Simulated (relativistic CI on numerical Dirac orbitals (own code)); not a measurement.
## One change at a time: Si¹¹⁺

Base calculation: Dirac-Coulomb-Breit CI, orbitals from a KLI potential per configuration, a model potential for QED, unscaled Slater integrals.

CI space (outside the closed core 1s2): 2s, 2p, 3s, 3p, 3d, 4s, 4p, 4d, 4f, 5s, 5p, 5d, 5f, 5g. Levels of other configurations are missing.

Variants: (1) P86 correlation estimate; (2) non-relativistic limit. Shifts of the energy above 2s 2S_1/2, in eV, for the lowest level and the first level of each name with at least 55 % of one term (blank where a level changes its place among those of its configuration and J or its character, or is not in the variant):

```tsv
Level	Base	Δ(1)	Δ(2)
2s 2S_1/2	0.000	0.000	0.000
2p 2P°_1/2	23.943	+0.249	-0.265
2p 2P°_3/2	24.950	+0.249	-1.272
3s 2S_1/2	296.104	-0.024	-0.938
3p 2P°_1/2	302.701	-0.057	-1.009
3p 2P°_3/2	302.996	-0.057	-1.304
3d 2D_3/2	305.335	-0.162	-1.288
3d 2D_5/2	305.428	-0.162	-1.380
4s 2S_1/2	396.871	+0.023	-1.207
4p 2P°_1/2	399.580	+0.016	-1.235
4p 2P°_3/2	399.704	+0.016	-1.359
4d 2D_3/2	400.675	+0.031	-1.353
4d 2D_5/2	400.714	+0.031	-1.392
4f 2F°_5/2	400.758	-0.139	-1.392
```

At this charge energies of transitions that change n are usually good to better than 1 %, and those within a shell (Δn = 0) to a few per cent.

Ionisation energy from the two ground configurations alone: base 523.241 eV; P86 correlation estimate 523.655 eV. The NIST ASD value (theoretical) is 523.415 eV.
